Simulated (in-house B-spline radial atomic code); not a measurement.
Configurations of Mn4+, with energies counted from [Ar] 3d3. Level of theory: scalar-relativistic (X2C) r2SCAN0, spin-polarised, spherical fractional occupations, exact exchange averaged over the configuration, Fermi nucleus of rms radius 3.7057 fm; calculated with a B-spline radial code for spherical atoms. Shells without spins written out take the highest spin.

Occupations are held fixed; configurations that lie above the ionisation limit could autoionise.

```tsv
configuration	E - E(ref) (eV)	highest orbital	its <r> (bohr)
[Ar] 3d2 4s1	22.354	4s up	2.087
[Ar] 3d2 4p1	30.775	4p up	2.315
[Ne] 3s2 3p5 3d3 4f1	97.654	4f up	3.392
```

**Question.** Order these further configurations by energy, lowest first.
A. [Ne] 3s2 3p5 3d3 4p1
B. [Ne] 3s2 3p5 3d4
C. [Ar] 3d2 4f1
D. [Ne] 3s2 3p5 3d3 4s1

**Answer.** B (44.852 eV), C (51.117 eV), D (68.597 eV), A (77.094 eV).
